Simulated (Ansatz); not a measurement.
Molecule: C$_{2}$H$_{5}$GeO$_{2}$, charge -1, multiplicity 1. It need not be the lowest isomer of its formula. Whether it binds its extra electron was not tested at this geometry. 
Coordinates optimised at B3LYP-D3(BJ)/def2-TZVP (Ansatz, a first-principles code):
```xyz
10

C     -2.8548    -0.1577     0.0972
C     -1.3820    -0.2348     0.5194
O     -1.0835    -0.5995     1.6454
O     -0.5894     0.1229    -0.4433
Ge     1.4142     0.2137    -0.4522
H     -3.5026    -0.4616     0.9184
H     -3.0971     0.8623    -0.2086
H     -3.0241    -0.8032    -0.7674
H      1.6344    -1.2321     0.2363
H      1.5381     0.9653     0.9734
```
Charge -1, spin multiplicity 1.

Basis-set convergence of Hartree-Fock and MP2 correlation energies (hartree) with Ansatz. Valence correlation only, unless marked. Spin-orbit coupling is left out. Frozen are the shells of the preceding noble gas and the d and f shells that filled before the atom's block. Non-relativistic. This anion needs diffuse functions, which these sets lack.

```tsv
basis	functions	E(HF)	E(corr, MP2)
cc-pVDZ	108	-2303.76124	-0.73548
cc-pVTZ	233	-2303.90561	-0.92379
cc-pVQZ	438	[?]	[?]
```

Question: Fill in the missing entries.

Answer: 
- cc-pVQZ, E(HF): -2303.92820
- cc-pVQZ, E(corr, MP2): -0.99188
